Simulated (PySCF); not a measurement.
Species: BrClH₄Si₂.
Atom-mapped SMILES: `[SiH3:1][Si@@H:2]([Cl:3])[Br:4]` (hydrogens: H5, H6, H7 on Si1; H8 on Si2)

Theory: PBE0-D3(BJ)/def2-SVP geometry optimisation, gas phase in PySCF.

Task: What internal coordinates does the optimisation give?

Result: 
```tsv
bond	length (Å)	order
Si1–Si2	2.337	single
Si2–Cl3	2.069	single
Si2–Br4	2.227	single
Si1–H5, Si1–H6, Si1–H7	1.493	single
Si2–H8	1.488	single
```

Bonds in one row agree within 0.01 Å and their mean is given. Orders are formal, as drawn. A selection of angles:
```tsv
angle	degrees
Si2–Si1–H5	106.9
Si2–Si1–H6	110.0
H5–Si1–H6	110.1
Si1–Si2–Cl3	108.1
Si1–Si2–Br4	107.3
Si1–Si2–H8	116.3
Cl3–Si2–Br4	109.9
Cl3–Si2–H8	107.9
Br4–Si2–H8	107.3
```

Si2 (chlorine-bound silicon) is distorted tetrahedral (angles from 107.3° to 116.3°). Si1 (SiH3 silicon) is tetrahedral (angles from 106.9° to 110.2°).

Point group: C1 (no symmetry element, even within 0.4 Å). No frequency check.
